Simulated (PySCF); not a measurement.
**A ladder for the ionisation energy of Cr**

Cr [Ar] 3d5 4s1 (7S) → Cr⁺ [Ar] 3d5 (6S). Scalar values calculated with PySCF 2.14 in x2c-QZVPPall (spin-free X2C; valence: [Ar] frozen; valence and next inner shell: [Ne] frozen). The spin-orbit shift comes from two-component X2C-1e calculations (generalised Hartree-Fock, GHF, and MP2 on its spinors, GMP2) in x2c-QZVPPall-2c: GMP2 gives 6.760 eV without and 6.760 eV with screened spin-orbit coupling, a shift of 0.000 eV (GHF: 0.000 eV). Sums use unrounded values; where a UHF row is shifted, it takes the GHF shift.

```csv
method,scalar (eV),plus spin-orbit shift (eV),error (eV)
UHF,6.008,6.008,-0.758
LDA,7.592,7.592,0.825
PBE,7.388,7.388,0.621
PBE0,7.050,7.050,0.283
r2SCAN,7.353,7.353,0.586
B97-3,6.820,6.820,0.054
TPSSh,7.083,7.083,0.316
BLYP,7.245,7.245,0.479
MP2 (valence),6.511,6.511,-0.256
SCS-MP2 (valence),6.176,6.176,-0.591
MP2 (valence and next inner shell),6.759,6.759,-0.008
SCS-MP2 (valence and next inner shell),6.409,6.409,-0.358
CCSD (valence),6.534,6.534,-0.233
CCSD(T) (valence),6.573,6.573,-0.194
```

Reference: 6.767 eV (measured; NIST Atomic Spectra Database, ionization energies).

The errors of the correlated levels include the incompleteness of the basis and the frozen core, so a lower level can come closer by cancellation.
